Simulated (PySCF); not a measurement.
# Working out the ionisation energy of Ge

Ge [Ar] 3d10 4s2 4p2 (3P) → Ge+ [Ar] 3d10 4s2 4p1 (2P). Calculation: PySCF 2.14, in x2c-TZVPall (6s5p4d1f, 48 functions); the spin-free X2C one-electron Hamiltonian (Gaussian nucleus). Frozen: [Ar] 3d10. Energies in hartree (1 hartree = 27.21139 eV):

```json
{"part": "UHF", "Ge (lower)": "-2097.048211", "Ge+ (upper)": "-2096.775745"}
{"part": "CCSD correlation", "Ge (lower)": "-0.063742", "Ge+ (upper)": "-0.050019"}
{"part": "(T)", "Ge (lower)": "-0.001727", "Ge+ (upper)": "-0.000751"}
```

**Question.** What does Hartree-Fock give?

**Answer.** (-2096.775745) − (-2097.048211) = 0.272466 hartree = 7.414 eV.

**Question.** What do CCSD and CCSD(T) give?

**Answer.** The CCSD correlation energies differ by 0.013723 hartree = 0.373 eV and the triples by 0.000976 hartree = 0.027 eV, so CCSD gives 7.787 eV and CCSD(T) 7.814 eV.

Measured between the centres of the two terms (NIST): 7.925 eV, so CCSD(T) (valence) is off by -0.111 eV.

What remains against the reference includes basis incompleteness, the frozen core and higher excitations.
